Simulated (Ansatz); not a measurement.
Two structures of Ge4NH15O, closed shell, reached by relaxing down either side of one saddle point (PBE0-D4/def2-TZVP). Energies are electronic, without zero-point energy. Computed with Ansatz 0.2.0 (basis: def2-TZVPP and def2-QZVPP); correlated methods freeze the cores. Filled d shells of the heavier atoms are correlated. The def2 sets are not built for correlating such inner shells, so the correlated values are less sure here. Extrapolation: Hartree–Fock as exp(−7.88 √X), correlation as X^−2.97. First:

| atom | x (Å) | y (Å) | z (Å) |
| --- | --- | --- | --- |
| Ge1 | -1.4498 | 0.0515 | 0.0891 |
| Ge2 | 2.1722 | -0.4272 | -0.7877 |
| Ge3 | -0.8808 | -0.7099 | 2.3229 |
| Ge4 | -1.4272 | -1.4952 | -1.7848 |
| H5 | -2.8234 | 0.7711 | 0.1306 |
| H6 | 0.2067 | 1.9268 | 0.3888 |
| N7 | -0.3654 | 1.6253 | -0.4293 |
| H8 | 1.7289 | 0.8618 | 1.1020 |
| O9 | 1.3184 | 1.5789 | 1.6775 |
| H10 | 2.1408 | -1.9474 | -1.1715 |
| H11 | 1.3080 | 0.0764 | -2.0642 |
| H12 | 3.5635 | -0.0361 | -1.4011 |
| H13 | -0.9895 | 0.4593 | 3.3066 |
| H14 | -1.9906 | -1.7351 | 2.6396 |
| H15 | 0.4878 | -1.3815 | 2.3533 |
| H16 | -2.7755 | -2.2344 | -1.6838 |
| H17 | -0.2643 | -2.4779 | -1.6949 |
| H18 | -1.4010 | -0.6851 | -3.0874 |
| H19 | -0.9238 | 2.3890 | -0.7973 |
| H20 | 0.3167 | 1.2896 | -1.1293 |
| H21 | 2.0483 | 2.1000 | 2.0209 |

Second:

```json
{"atom": "Ge1", "x (Å)": "-1.6115", "y (Å)": "0.3118", "z (Å)": "-0.0343"}
{"atom": "Ge2", "x (Å)": "2.9088", "y (Å)": "-0.6620", "z (Å)": "-0.6019"}
{"atom": "Ge3", "x (Å)": "-0.7096", "y (Å)": "-0.8051", "z (Å)": "1.9277"}
{"atom": "Ge4", "x (Å)": "-2.0846", "y (Å)": "-1.2634", "z (Å)": "-1.8312"}
{"atom": "H5", "x (Å)": "-2.9111", "y (Å)": "1.0646", "z (Å)": "0.3247"}
{"atom": "H6", "x (Å)": "0.4606", "y (Å)": "2.1029", "z (Å)": "1.0028"}
{"atom": "N7", "x (Å)": "-0.4463", "y (Å)": "1.6728", "z (Å)": "-0.5934"}
{"atom": "H8", "x (Å)": "2.9867", "y (Å)": "0.5254", "z (Å)": "0.3600"}
{"atom": "O9", "x (Å)": "0.9377", "y (Å)": "1.9767", "z (Å)": "1.8481"}
{"atom": "H10", "x (Å)": "3.0478", "y (Å)": "-1.9869", "z (Å)": "0.1572"}
{"atom": "H11", "x (Å)": "1.5437", "y (Å)": "-0.6511", "z (Å)": "-1.3163"}
{"atom": "H12", "x (Å)": "4.0081", "y (Å)": "-0.5645", "z (Å)": "-1.6700"}
{"atom": "H13", "x (Å)": "-0.9601", "y (Å)": "-0.0052", "z (Å)": "3.2102"}
{"atom": "H14", "x (Å)": "-1.4666", "y (Å)": "-2.1475", "z (Å)": "2.0355"}
{"atom": "H15", "x (Å)": "0.7814", "y (Å)": "-1.1124", "z (Å)": "1.7542"}
{"atom": "H16", "x (Å)": "-3.1677", "y (Å)": "-2.2682", "z (Å)": "-1.4026"}
{"atom": "H17", "x (Å)": "-0.8124", "y (Å)": "-2.0456", "z (Å)": "-2.2004"}
{"atom": "H18", "x (Å)": "-2.5736", "y (Å)": "-0.5199", "z (Å)": "-3.0881"}
{"atom": "H19", "x (Å)": "-0.9207", "y (Å)": "2.3669", "z (Å)": "-1.1575"}
{"atom": "H20", "x (Å)": "0.3262", "y (Å)": "1.3116", "z (Å)": "-1.1406"}
{"atom": "H21", "x (Å)": "0.6631", "y (Å)": "2.6989", "z (Å)": "2.4158"}
```

(1) Which bonds change from the first to the second?

(2) Give the saddle point's structure and its height above each. (Judge from chemistry; the value comes from the calculation.)

The search had been set up for a ligand exchange through a proton shuttle (forming Ge1–N7, H6–O9, Ge2–H8, breaking Ge1–Ge2, H6–N7, H8–O9); from that guess it ended on this step instead.

No T1 diagnostic of these runs exceeds 0.013.

Answers

(1) Ge₃NH₁₀ ([NH3][GeH]([GeH3])[GeH3]) + GeH₃ + H₂O → Ge₃NH₉ ([NH2][GeH]([GeH3])[GeH3]) + GeH₄ + H₂O; bonds formed: Ge2–H8, H6–O9; bonds broken: H6–N7, H8–O9.

(2) Computed: 30.0 kJ/mol above the first and 144.7 kJ/mol above the second (CCSD(T) at an estimated basis limit (MP2 extrapolated from triple and quadruple zeta, plus CCSD(T) − MP2 in triple zeta)).
Ge1  (-1.553, 0.118, 0.083)
Ge2  (2.360, -0.373, -0.678)
Ge3  (-0.866, -0.780, 2.233)
Ge4  (-1.490, -1.417, -1.803)
H5  (-2.948, 0.774, 0.192)
H6  (0.365, 1.790, 0.568)
N7  (-0.451, 1.665, -0.325)
H8  (1.846, 0.794, 0.743)
O9  (1.271, 1.577, 1.446)
H10  (2.225, -1.923, -0.545)
H11  (1.405, -0.145, -1.929)
H12  (3.740, -0.219, -1.386)
H13  (-0.939, 0.311, 3.307)
H14  (-1.907, -1.873, 2.548)
H15  (0.528, -1.396, 2.137)
H16  (-2.864, -2.110, -1.833)
H17  (-0.382, -2.455, -1.623)
H18  (-1.302, -0.618, -3.101)
H19  (-1.011, 2.494, -0.489)
H20  (0.108, 1.474, -1.156)
H21  (1.865, 2.314, 1.611)
(Å)

Labels in which every atom is bracketed show which atoms are joined, not bond orders.

For scale, one of the runs: CCSD(T)/def2-TZVPP, 464 basis functions, launched by `ansatz run in.yaml --threads 11 --pin off --events-out ev --progress --plain --max-ram 174080MiB --backend cuda --devices 0, --max-vram 75GiB`. The run took 35 s on 11 CPU threads of an AMD EPYC 7R13 and one NVIDIA H100 (shared host), with 1.2 GiB of host memory at its peak.
